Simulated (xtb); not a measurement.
iodine (I2), singlet, geometry from GFN2-xTB; GFN0-xTB in xtb.

Input for xtb:
```
$ xtb coord --gfn 0 --json

# file coord
$coord
     -0.0000000000      -0.0000000000      -2.5169663632  i
      0.0000000000       0.0000000000       2.5169663632  i
$end
```

Question: Write the output that xtb gives for this input, abridged.

Answer: 
```
   ID    Z sym.   atoms
    1   53 i      1, 2

           -------------------------------------------------
          |                Calculation Setup                |
           -------------------------------------------------

           -------------------------------------------------
          |                 G F N 0 - x T B                 |
           -------------------------------------------------

          ...................................................
          :                      SETUP                      :
          :.................................................:
          :  # basis functions                  20          :
          :  # atomic orbitals                  18          :
          :  # shells                            6          :
          :  # electrons                        14          :
          :  electronic temp.          300.0000000     K    :
          :  accuracy                    1.0000000          :
          :  -> integral cutoff          0.2500000E+02      :
          :  -> integral neglect         0.1000000E-07      :
          ...................................................

         :::::::::::::::::::::::::::::::::::::::::::::::::::::
         ::                     SUMMARY                     ::
         :::::::::::::::::::::::::::::::::::::::::::::::::::::
         :: total energy              -7.031974630121 Eh    ::
         :: gradient norm              0.004600434051 Eh/a0 ::
         :: HOMO-LUMO gap              2.573328673235 eV    ::
         ::.................................................::
         :: H0 energy                 -7.045116401760 Eh    ::
         :: repulsion energy           0.013438904960 Eh    ::
         :: electrostat energy        -0.000000000000 Eh    ::
         :: -> Gsolv                   0.000000000000 Eh    ::
         ::    -> Gsasa                0.000000000000 Eh    ::
         ::    -> Gshift               0.000000000000 Eh    ::
         :: dispersion energy         -0.000297133321 Eh    ::
         :: short-range corr.          0.000000000000 Eh    ::
         :: add. restraining           0.000000000000 Eh    ::
         :: total charge               0.000000000000 e     ::
         :::::::::::::::::::::::::::::::::::::::::::::::::::::

           -------------------------------------------------
          |                Property Printout                |
           -------------------------------------------------

    * Orbital Energies and Occupations

         #    Occupation            Energy/Eh            Energy/eV
      -------------------------------------------------------------
         1        2.0000           -0.6643688             -18.0784
         2        2.0000           -0.6472572             -17.6128
         3        2.0000           -0.4837395             -13.1632
         4        2.0000           -0.4557068             -12.4004
         5        2.0000           -0.4557068             -12.4004
         6        2.0000           -0.4078895             -11.0992
         7        2.0000           -0.4078895             -11.0992 (HOMO)
         8                         -0.3133214              -8.5259 (LUMO)
         9                         -0.0679988              -1.8503
        10                         -0.0679988              -1.8503
        11                         -0.0613664              -1.6699
        12                         -0.0613664              -1.6699
        13                         -0.0279756              -0.7613
        14                         -0.0279756              -0.7613
        15                          0.0088300               0.2403
        16                          0.1434023               3.9022
        17                          0.1434023               3.9022
        18                          1.1446611              31.1478
      -------------------------------------------------------------
                  HL-Gap            0.0945681 Eh            2.5733 eV
             Fermi-level            0.0000000 Eh            0.0000 eV

     #   Z          covCN         q      C6AA      α(0)
     1  53 i        0.976    -0.000   370.413    33.245
     2  53 i        0.976     0.000   370.413    33.245

 Mol. C6AA /au·bohr⁶  :       1481.653481
 Mol. C8AA /au·bohr⁸  :     136089.140902
 Mol. α(0) /au        :         66.489522

Wiberg/Mayer (AO) data.
largest (>0.10) Wiberg bond orders for each atom

 ---------------------------------------------------------------------------
     #   Z sym  total        # sym  WBO       # sym  WBO       # sym  WBO
 ---------------------------------------------------------------------------
     1  53 i    1.682 --     2 i    1.682
     2  53 i    1.682 --     1 i    1.682
 ---------------------------------------------------------------------------

Topologies differ in total number of bonds
Writing topology from bond orders to xtbtopo.mol

 dipole moment from electron density (au)
     X       Y       Z
   0.0000   0.0000   0.0000  total (Debye):    0.000

           -------------------------------------------------
          | TOTAL ENERGY               -7.031974630121 Eh   |
          | GRADIENT NORM               0.004600434051 Eh/α |
          | HOMO-LUMO GAP               2.573328673235 eV   |
           -------------------------------------------------

normal termination of xtb
```
